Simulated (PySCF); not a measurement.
Vertical excitations of a molecule C₂H₈O₂Si from TDDFT-M06-2X/def2-SVPD (PySCF), as energy in eV (oscillator strength): 7.55 (0.010), 8.04 (0.010), 8.13 (0.017), 8.31 (0.030), 8.35 (0.045), 8.90 (0.008), 8.98 (0.043), 9.13 (0.145), 9.37 (0.000), 9.42 (0.145). Lowest triplet (TDA): 7.38 eV. Coordinates come from a PBE0-D3(BJ)/def2-SVP optimisation. Other conformers were not sampled.

**Question.** Which molecule gave these data?
(A) COCO[SiH3]
(B) CO[SiH2]CO
(C) CC[SiH](O)O
(D) CO[Si@@H](C)O

**Answer.** C, CC[SiH](O)O
